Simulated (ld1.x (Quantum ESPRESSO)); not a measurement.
## Ne, PAW: configuration errors across variants

```json
{
 "Element": "Ne (Z = 10)",
 "Generator": "ld1.x (Quantum ESPRESSO) 7.5",
 "Type": "PAW",
 "Functional": "PW91",
 "Relativity": "scalar-relativistic",
 "Frozen core": "[He]",
 "Valence charge": "8",
 "Reference configuration": "2s2 2p5 (charge +1)",
 "Partial waves": "2s (bound): rcut 0.70, rcutus 0.80 bohr; 2s channel at -3.65 Ry: rcut 0.70, rcutus 0.80 bohr; 2p (bound): rcut 0.95, rcutus 1.00 bohr; 2p channel at 0.35 Ry: rcut 0.95, rcutus 1.00 bohr; 3d channel at 0.05 Ry: rcut 0.55, rcutus 0.65 bohr; 3d channel at 1.3 Ry: rcut 0.55, rcutus 0.65 bohr",
 "Local potential": "all-electron potential smoothed inside 0.90 bohr (lloc = -2)",
 "Core correction": "Bessel-smoothed model core inside 0.45 bohr",
 "Augmentation charge": "BESSEL, radius 0.55 bohr"
}
```

All-electron excitation energies from the reference (eV): (1) 2s2 2p6 -22.589; (2) 2s2 2p4 43.404; (3) 2s2 2p3 110.994; (4) 2s2 2p2 205.807; (5) 2s2 2p5.5 -13.667; (6) 2s1 2p6 23.350.

4 further variants failed, have other tests or too few solved ones, and are left out.

Errors AE − PS in meV (a dash: test not solved or not reliable):

```tsv
change	(1)	(2)	(3)	(4)	(5)	(6)	bound ghosts
base	+2.6	-2.3	-3.2	+0.4	+1.3	-0.8	not determined
local potential all-electron potential smoothed inside 0.80 bohr (lloc = -2)	+2.6	-2.2	-2.8	+1.8	+1.3	-1.1	not determined
local potential all-electron potential smoothed inside 0.88 bohr (lloc = -2)	+2.6	-2.3	-3.0	+1.0	+1.3	-0.9	not determined
local potential all-electron potential smoothed inside 0.96 bohr (lloc = -2)	+2.6	-2.4	-3.8	-2.7	+1.3	-0.6	not determined
local potential all-electron potential smoothed inside 1.04 bohr (lloc = -2)	+2.2	-5.4	-25	-86	+1.2	-3.5	not determined
```

Question: Give the same row for: local potential all-electron potential smoothed inside 1.18 bohr (lloc = -2).

Answer: +3.4, +1.2, +21, +88, +1.6, +1.1; bound ghosts: not determined.
